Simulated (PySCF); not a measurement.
**Excitation energy of W⁺ by level of theory**

W⁺ [Xe] 4f14 5d4 6s1 (6D) → W⁺ [Xe] 4f14 5d3 6s1 7s1 (6F), as a difference of total energies. All numbers are calculated (PySCF 2.14, scalar relativity through the core potential, in aug-cc-pwCVTZ-PP with ECP60MDF). Correlated levels: valence: 5s2 5p6 frozen; valence and next inner shell: nothing frozen outside the core potential. The calculations carry no spin-orbit coupling.

| method | excitation energy (eV) |
| --- | --- |
| UHF | 9.980 |
| LDA | 10.853 |
| PBE | 10.655 |
| PBE0 | 10.649 |
| r2SCAN | 10.726 |
| wB97M-V | 10.420 |
| CAM-B3LYP | 10.554 |
| PBEsol | 10.762 |
| MP2 (valence) | 10.444 |
| SCS-MP2 (valence) | 10.134 |
| MP2 (valence and next inner shell) | 10.679 |
| SCS-MP2 (valence and next inner shell) | 10.401 |

Q: How much does correlation contribute at MP2 (valence and next inner shell)?

A: 10.679 − (9.980) = 0.699 eV, measured against UHF.

The promoted electron is Rydberg-like, and one or two diffuse shells describe it only roughly, which tends to raise the upper state.
